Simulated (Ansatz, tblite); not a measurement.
(AlN)n: gap (eV) at several levels, gas phase, relaxed structures; Ansatz, xTB through tblite. Clusters are the lowest isomers that short searches found in that spin, judged at the geometry's level. Singlets are spin-restricted. The structures are stationary points that may keep the symmetry of their start. Remarks come from the PBE and PBE0 runs and from stability tests at other levels; not every state was tested.

| species | state | geometry | GFN2-xTB | PBE-D4/def2-SVP | PBE-D4/def2-TZVP | r2SCAN-D4/def2-TZVP | PBE0-D4/def2-SVP | PBE0-D4/def2-TZVP | remarks |
| --- | --- | --- | --- | --- | --- | --- | --- | --- | --- |
| Al5N5 | singlet | B3LYP-D4/def2-SVP | 1.53 | 2.18 | 2.19 | 2.64 | 4.09 | 4.11 | – |
| Al6N6 | singlet | PBE-D4/def2-SVP | 1.06 | 1.06 | 1.11 | 1.34 | 2.62 | 2.66 | restricted SCF unstable in HF |

Task: Estimate the rows for Al2N2 (singlet, PBE0-D4/def2-TZVP geometry).

Result: 
```
species    state           geometry  GFN2-xTB  PBE-D4/def2-SVP  PBE-D4/def2-TZVP  r2SCAN-D4/def2-TZVP  PBE0-D4/def2-SVP  PBE0-D4/def2-TZVP
  Al2N2  singlet  PBE0-D4/def2-TZVP      0.14             1.88              1.87                 2.15              4.15               4.12
```

Over the 3 species that have every level, the mean is 0.91 at GFN2-xTB, 1.71 at PBE-D4/def2-SVP, 1.73 at PBE-D4/def2-TZVP, 2.04 at r2SCAN-D4/def2-TZVP, 3.62 at PBE0-D4/def2-SVP, 3.63 at PBE0-D4/def2-TZVP. Orbital gaps grow with the share of exact exchange and aren't one observable across functionals.
